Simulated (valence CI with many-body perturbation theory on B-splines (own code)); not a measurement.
**E1 line list for Kr23+**

Computed by valence CI with perturbative core correlation (CI+MBPT): three valence electrons over a frozen Dirac-Fock core [Ne], radial functions for each j: 11 s, 11 p, 9 d, 7 f, 5 g, 2 h, 1 i, with the one-electron correlation potential Σ1, the two-electron term Σ2, the three-electron term Σ3, Breit, model QED; selected CI, second order for the rest (own B-spline code, finite nucleus).

No measured spectrum was set against this ion. As an estimate, levels of excited configurations hold to 0.05 to 0.15 % of their energy, terms of the ground configuration to about 0.5 %.

Lines 201 to 250 of 277 in falling wavelength, among levels below 2003200 cm⁻¹, chosen from the strongest by gf and those to the six lowest levels. Wavelengths and rates use the calculated energies, so an error of 500 cm⁻¹ moves a line at 121.8 Å by 0.061 % and its rate by three times that or more. Electric multipoles are in the length gauge, E1 and E2 with the static RPA response of the core. Weak lines are less certain than strong ones. Lines between different terms over intervals too small for the method are left out, as are lines whose strength nearly cancels. The highest levels of a list are the least certain.

Names give the largest LS component (configuration and term), which can be under half, so a name can repeat, a term be missing and a line seem to break the LS rules; names also repeat where a configuration has a term twice. Letters in brackets count levels of one name in rising energy.

| λ vac (Å) | Upper | Lower | A (s⁻¹) | S (a.u.) with core polarisation | S without |
| --- | --- | --- | --- | --- | --- |
| 121.8 | 3s.3p.3d 4D°_1/2 | 3s.3p2 4P_1/2 | 8.03e+10 | 1.43e-01 | 1.47e-01 |
| 120.7 | 3s.3p.3d 4D°_5/2 | 3s.3p2 4P_3/2 | 2.01e+10 | 1.04e-01 | 1.07e-01 |
| 120.4 | 3s.3d2 4F_3/2 | 3s.3p.3d 4F°_5/2 | 9.76e+09 | 3.37e-02 | 3.46e-02 |
| 120.0 | 3s.3p.3d 4P°_3/2 | 3s.3p2 4P_3/2 | 3.79e+10 | 1.29e-01 | 1.33e-01 |
| 120.0 | 3s.3p.3d 4P°_1/2 | 3s.3p2 4P_3/2 | 5.59e+10 | 9.54e-02 | 9.80e-02 |
| 119.7 | 3p2.3d 2F_7/2 [b] | 3s.3p.3d 4F°_5/2 | 4.78e+09 | 3.24e-02 | 3.33e-02 |
| 119.6 | 3s.3p.3d 2D°_5/2 [a] | 3s.3p2 4P_5/2 | 7.60e+08 | 3.85e-03 | 3.97e-03 |
| 119.6 | 3s.3d2 4F_5/2 | 3s.3p.3d 4F°_5/2 | 3.88e+10 | 1.96e-01 | 2.02e-01 |
| 119.6 | 3p3 2P°_3/2 | 3s.3p2 4P_1/2 | 3.78e+09 | 1.28e-02 | 1.31e-02 |
| 119.0 | 3s.3p.3d 2F°_5/2 [a] | 3s.3p2 4P_3/2 | 2.08e+09 | 1.04e-02 | 1.07e-02 |
| 118.9 | 3s.3p.3d 2P°_1/2 [b] | 3s.3p2 2P_1/2 | 4.21e+10 | 6.98e-02 | 7.18e-02 |
| 118.7 | 3s.3p.3d 2P°_3/2 [a] | 3s.3p2 2D_3/2 | 2.87e+09 | 9.50e-03 | 9.77e-03 |
| 118.6 | 3p2.3d 2F_5/2 [b] | 3p3 4S°_3/2 | 1.85e+10 | 9.17e-02 | 9.41e-02 |
| 118.6 | 3s2.3d 2D_3/2 | 3s2.3p 2P°_1/2 | 6.50e+10 | 2.14e-01 | 2.20e-01 |
| 118.1 | 3s.3p.3d 2D°_3/2 | 3s.3p2 4P_3/2 | 3.12e+08 | 1.02e-03 | 1.04e-03 |
| 117.7 | 3s.3d2 4F_3/2 | 3s.3p.3d 4F°_3/2 | 4.30e+10 | 1.38e-01 | 1.42e-01 |
| 116.9 | 3s.3p.3d 2F°_7/2 [b] | 3s.3p2 2D_5/2 | 3.52e+10 | 2.22e-01 | 2.27e-01 |
| 115.9 | 3p2.3d 2D_5/2 | 3p3 2D°_3/2 | 1.18e+10 | 5.45e-02 | 5.60e-02 |
| 114.6 | 3s.3p.3d 2D°_5/2 [a] | 3s.3p2 4P_3/2 | 1.51e+09 | 6.73e-03 | 6.92e-03 |
| 113.0 | 3s.3p.3d 4P°_3/2 | 3s.3p2 4P_1/2 | 7.65e+07 | 2.18e-04 | 2.24e-04 |
| 112.9 | 3s.3p.3d 4P°_1/2 | 3s.3p2 4P_1/2 | 9.35e+07 | 1.33e-04 | 1.37e-04 |
| 112.1 | 3s.3p.3d 2P°_1/2 [a] | 3s.3p2 2D_3/2 | 1.54e+09 | 2.15e-03 | 2.22e-03 |
| 112.0 | 3s.3p.3d 2F°_7/2 [a] | 3s.3p2 4P_5/2 | 7.74e+09 | 4.30e-02 | 4.42e-02 |
| 111.8 | 3s.3p.3d 2F°_5/2 [b] | 3s.3p2 2D_3/2 | 4.63e+10 | 1.92e-01 | 1.97e-01 |
| 111.3 | 3s.3p.3d 2D°_3/2 | 3s.3p2 4P_1/2 | 4.83e+09 | 1.31e-02 | 1.35e-02 |
| 111.3 | 3p2.3d 2F_7/2 [b] | 3p3 2D°_5/2 | 4.48e+10 | 2.43e-01 | 2.50e-01 |
| 111.0 | 3p2.3d 2F_5/2 [b] | 3p3 2D°_3/2 | 3.51e+10 | 1.42e-01 | 1.46e-01 |
| 108.8 | 3s.3p.3d 2P°_1/2 [b] | 3s.3p2 2D_3/2 | 2.73e+08 | 3.47e-04 | 3.57e-04 |
| 108.5 | 3s.3p.3d 2P°_3/2 [a] | 3s.3p2 4P_5/2 | 7.47e+07 | 1.88e-04 | 1.93e-04 |
| 107.4 | 3s.3p.3d 2P°_3/2 [b] | 3s.3p2 2D_3/2 | 4.54e+08 | 1.11e-03 | 1.14e-03 |
| 106.6 | 3s.3p.3d 2D°_5/2 [b] | 3s.3p2 2D_3/2 | 4.34e+06 | 1.56e-05 | 1.69e-05 |
| 106.3 | 3s.3p.3d 2P°_3/2 [c] | 3s.3p2 2D_3/2 | 2.52e+09 | 5.97e-03 | 6.14e-03 |
| 104.4 | 3s.3p.3d 2P°_3/2 [a] | 3s.3p2 4P_3/2 | 3.16e+07 | 7.09e-05 | 7.28e-05 |
| 103.4 | 3s.3p.3d 2F°_7/2 [b] | 3s.3p2 4P_5/2 | 4.26e+09 | 1.86e-02 | 1.91e-02 |
| 102.7 | 3s.3p.3d 2F°_5/2 [b] | 3s.3p2 4P_5/2 | 6.79e+06 | 2.18e-05 | 2.21e-05 |
| 99.23 | 3s.3p.3d 2P°_1/2 [a] | 3s.3p2 4P_3/2 | 1.13e+08 | 1.09e-04 | 1.12e-04 |
| 99.01 | 3s.3p.3d 2F°_5/2 [b] | 3s.3p2 4P_3/2 | 1.21e+08 | 3.47e-04 | 3.56e-04 |
| 98.99 | 3s.3p.3d 2P°_3/2 [a] | 3s.3p2 4P_1/2 | 2.93e+09 | 5.60e-03 | 5.76e-03 |
| 98.94 | 3s.3p.3d 2P°_3/2 [b] | 3s.3p2 4P_5/2 | 3.82e+07 | 7.31e-05 | 7.55e-05 |
| 98.31 | 3s.3p.3d 2D°_5/2 [b] | 3s.3p2 4P_5/2 | 7.45e+08 | 2.10e-03 | 2.16e-03 |
| 98.05 | 3s.3p.3d 2P°_3/2 [c] | 3s.3p2 4P_5/2 | 3.76e+08 | 6.99e-04 | 7.19e-04 |
| 96.59 | 3s.3p.3d 2P°_1/2 [b] | 3s.3p2 4P_3/2 | 2.97e+07 | 2.64e-05 | 2.71e-05 |
| 95.50 | 3s.3p.3d 2P°_3/2 [b] | 3s.3p2 4P_3/2 | 3.14e+08 | 5.41e-04 | 5.56e-04 |
| 94.92 | 3s.3p.3d 2D°_5/2 [b] | 3s.3p2 4P_3/2 | 4.12e+08 | 1.04e-03 | 1.07e-03 |
| 94.67 | 3s.3p.3d 2P°_3/2 [c] | 3s.3p2 4P_3/2 | 4.76e+07 | 7.97e-05 | 8.21e-05 |
| 94.34 | 3s.3p.3d 2P°_1/2 [a] | 3s.3p2 4P_1/2 | 9.70e+08 | 8.04e-04 | 8.27e-04 |
| 91.96 | 3s.3p.3d 2P°_1/2 [b] | 3s.3p2 4P_1/2 | 9.45e+07 | 7.26e-05 | 7.47e-05 |
| 90.96 | 3s.3p.3d 2P°_3/2 [b] | 3s.3p2 4P_1/2 | 1.34e+08 | 1.99e-04 | 2.05e-04 |
| 90.21 | 3s.3p.3d 2P°_3/2 [c] | 3s.3p2 4P_1/2 | 1.77e+06 | 2.56e-06 | 2.65e-06 |
| 62.40 | 3p2.3d 4F_3/2 | 3s2.3p 2P°_3/2 | 5.53e+06 | 2.65e-06 | 2.73e-06 |
